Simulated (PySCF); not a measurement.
ReOF₃, SMILES [O]=[Re]([F])([F])[F] (connectivity only; charge and spin as stated), neutral, multiplicity 3.

Geometry optimised at PBE-D3(BJ)/def2-SVP. The spin state was assumed, not searched. The def2 effective core potentials stand for the cores of Re; spin–orbit coupling is left out.

Computed with PBE-D3(BJ)/def2-SVP run with PySCF.

Frequencies are harmonic and unscaled.

```
mode  ν (cm⁻¹)  IR (km/mol)  moving atoms (share of kinetic energy)
----  --------  -----------  --------------------------------------
1          117          1.0                                  F 89 %
2          217          7.0                 O 46 %, F 37 %, Re 17 %
3          224          1.2                                  F 92 %
4          228          7.1                         F 82 %, Re 14 %
5          266          5.2                 O 62 %, F 28 %, Re 10 %
6          634         44.0                                  F 94 %
7          682         42.5                                  F 94 %
8          683        123.2                         F 83 %, Re 16 %
9         1025         93.4                                  O 92 %
```
